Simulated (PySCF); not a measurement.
Isomers of C11H7N.

All values: PBE0/pcSseg-1 (PySCF) at GFN2-xTB geometries, gas phase, one conformer each.

Question: Rank by dipole moment, lowest first.
A. `c1(cc2c(cccc2)cc1)C#N`
B. `C#CC(=C)C#CC1=CC=NC=C1`
C. `C#CC1=C[C@H]2C=C[C@]1(C#N)C=C2`

Answer: B (2.34 D), C (4.57 D), A (5.13 D).

All values together:

| SMILES | μ (D) | HOMO (eV) | LUMO (eV) | lowest IAO charge (e) | highest IAO charge (e) | lowest Hirshfeld charge (e) | highest Hirshfeld charge (e) |
| --- | --- | --- | --- | --- | --- | --- | --- |
| N#Cc1ccc2ccccc2c1 | 5.13 | -6.97 | -2.02 | -0.241 (N) | +0.170 (H) | -0.222 (N) | +0.076 (C) |
| N#Cc1cccc2ccccc12 | 4.59 | -6.92 | -2.11 | -0.243 (N) | +0.171 (H) | -0.219 (N) | +0.080 (C) |
| C#CC1=C[C@H]2C=C[C@]1(C#N)C=C2 | 4.57 | -6.60 | -1.35 | -0.232 (N) | +0.208 (H) | -0.217 (N) | +0.097 (H) |
| C#CC(=C)C#Cc1ccncc1 | 2.34 | -6.97 | -2.17 | -0.275 (N) | +0.207 (H) | -0.161 (N) | +0.097 (H) |
